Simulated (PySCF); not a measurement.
Species: C5H12B2.
Atom-mapped SMILES: `[BH2:1][CH:2]([BH2:3])[CH:4]1[CH2:5][CH2:6][CH2:7]1` (hydrogens: H8, H9 on B1; H10 on C2; H11, H12 on B3; H13 on C4; H14, H15 on C5; H16, H17 on C6; H18, H19 on C7)

Torsions of this conformer, `[BH2:1][CH:2]([BH2:3])[CH:4]1[CH2:5][CH2:6][CH2:7]1`: B1–C2–C4–C5 -173°.

The closed-shell ground state was solved at several levels (PySCF, density fitting, gas phase, non-relativistic). One conformer (not necessarily the lowest) at the GFN2-xTB geometry, without solvent, vibrations or thermal averaging.

```
        level  basis functions  HOMO (eV)  LUMO (eV)  gap (eV)  dipole (D)
PBE0/pcSseg-1              179      -8.11      -2.27      5.84        0.57
  B3LYP/pcJ-1              309      -7.89      -2.48      5.41        0.58
```

Problem. What might B3LYP/def2-SVPD (236 basis functions) give for the same quantities?

Solution. HOMO -7.90 eV, LUMO -2.50 eV, gap 5.40 eV, dipole 0.66 D.

Problem. How far do the dipole and the HOMO energy spread over the levels?

Solution. The dipole runs from 0.57 to 0.66 D (mean 0.60 D) and the HOMO from -8.11 to -7.89 eV.
